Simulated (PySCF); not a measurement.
## Electron correlation in Sr²⁺ (strontium, charge +2)

[Kr], closed-shell 1S. Computed with PySCF 2.14 in cc-pVDZ-X2C, with scalar relativity by spin-free X2C-1e. Frozen: [Ar] 3d10 4s2; 6 electrons correlated.

Total MP2 correlation energy: -29.37 mhartree.

Same-spin part -9.22 and opposite-spin part -20.15 mhartree; SCS-MP2 scales them by 1/3 and 6/5 to -27.25 mhartree.

```csv
level,correlation energy (mhartree)
CCSD,-32.72
(T),-0.15
CCSD(T),-32.87
```

Diagnostics: T1 = 0.0030, D1 = 0.0043, largest double amplitude 0.022.

Cost of the coupled-cluster step: 0.05 s of wall time on 1 thread of Neoverse-V2 (shared host), for 6 correlated electrons.

Iterations:

```
CC2 = 0
CCSD nocc = 3, nmo = 21
frozen orbitals [0, 1, 2, 3, 4, 5, 6, 7, 8, 9, 10, 11, 12, 13, 14]
max_cycle = 100
direct = 0
conv_tol = 1e-08
conv_tol_normt = 1e-06
diis_space = 8
diis_start_cycle = 0
Init t2, MP2 energy = -3176.81592046413  E_corr(MP2) -0.0293663712265124
Init E_corr(CCSD) = -0.029366371226583
cycle = 1  E_corr(CCSD) = -0.0322648769514156  dE = -0.00289850572  norm(t1,t2) = 0.0100792
cycle = 2  E_corr(CCSD) = -0.0326487587230083  dE = -0.000383881772  norm(t1,t2) = 0.00187589
cycle = 3  E_corr(CCSD) = -0.0327230006357857  dE = -7.42419128e-05  norm(t1,t2) = 0.000395074
cycle = 4  E_corr(CCSD) = -0.0327208707409396  dE = 2.12989485e-06  norm(t1,t2) = 1.3406e-05
cycle = 5  E_corr(CCSD) = -0.0327208504624073  dE = 2.02785323e-08  norm(t1,t2) = 1.01191e-06
cycle = 6  E_corr(CCSD) = -0.0327208505259625  dE = -6.35552722e-11  norm(t1,t2) = 1.91915e-07
CCSD converged
E(CCSD) = -3176.819274943434  E_corr = -0.03272085052596255
CCSD(T) correction = -0.000152883898383124
```
